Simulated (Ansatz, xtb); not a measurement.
C4H2F3NO: 3 structures ranked

3 gas-phase structures of C4H2F3NO, from a drawn sample of its isomers (lower ones may exist). Each was relaxed with GFN2-xTB:

A. `N#C[C@@H]1O[C@H]1C(F)(F)F`, a singlet
B. `N#C[C@@H]1O[C@@H]1C(F)(F)F`, a singlet
C. `N#C[C@@]1(C(F)(F)F)CO1`, a singlet

**Question.** Estimate their order in r2SCAN-D4/def2-SVP//GFN2-xTB energy at these geometries, lowest first.

**Answer.** Calculated order at r2SCAN-D4/def2-SVP//GFN2-xTB: A (0.0), C (1.4), B (2.1) kcal/mol. Less than 1 kcal/mol parts C and B, so the order within that pair means little.

Energies above the lowest of each column, in kcal/mol; the last columns are at r2SCAN-D4/def2-SVP geometries:

| structure | GFN2-xTB | HF/STO-3G | r2SCAN-D4/def2-SVP//GFN2-xTB | r2SCAN-D4/def2-SVP | CCSD(T)/def2-SVP + ΔMP2/def2-TZVPP |
| --- | --- | --- | --- | --- | --- |
| A | 0.0 | 0.0 | 0.0 | 0.0 | 0.0 |
| C | 1.6 | 1.0 | 1.4 | 1.3 | 1.7 |
| B | 1.0 | 1.1 | 2.1 | 1.8 | 2.0 |

Every level run on A puts it lowest or level with the lowest. ΔMP2 is the change of the MP2 energy from the smaller to the larger basis.

Programs: Ansatz 0.2.0, xtb 6.7.1.
